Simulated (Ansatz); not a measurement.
Computed with Ansatz on PBE0-D4/def2-TZVP structures; ΔE is electronic, products minus reactants. CCSD(T)/CBS is the MP2 limit (def2-TZVPP, def2-QZVPP) plus CCSD(T) − MP2 in def2-TZVPP, frozen cores. DFT in def2-TZVPP. B3LYP here is the variant with VWN-RPA as its local correlation; programs differ in this. Each species was taken in one conformer, which may not be the lowest.

Consider the redistribution: `F[CH]([AlH2])[SiH3]` + `C[Si](O)([SiH3])S` → `F[CH]([SiH3])[AlH][SH]` + `C[SiH](O)[SiH3]`.

Is it downhill or uphill in electronic energy at CCSD(T)/CBS, and by how much? (Estimate.)

The calculation gave: Downhill: ΔE = -50.5 kJ/mol.

What do these levels give: PBE-D4, r2SCAN-D4, ωB97X-V, ωB97M-V, B2PLYP, PBE, B3LYP, SCS-MP2/def2-TZVPP, CCSD/def2-TZVPP, MP2/def2-QZVPP, SCS-MP2/def2-QZVPP, CCSD/CBS(def2)? (An estimate is asked.)

Ansatz gave: PBE-D4 -46.7, r2SCAN-D4 -51.0, ωB97X-V -48.4, ωB97M-V -48.0, B2PLYP -52.5, PBE -50.2, B3LYP -53.7, SCS-MP2/def2-TZVPP -50.7, CCSD/def2-TZVPP -52.7, MP2/def2-QZVPP -48.8, SCS-MP2/def2-QZVPP -49.9, CCSD/CBS(def2) -51.3 kJ/mol.

Largest T1 diagnostic among the species: 0.012.

The D4 term adds +5.8 kJ/mol with B3LYP and +3.0 kJ/mol with PBE0; it sums over pairs of atoms, weighted by their polarisabilities, and B3LYP, whose exchange is more repulsive, gets the larger term.
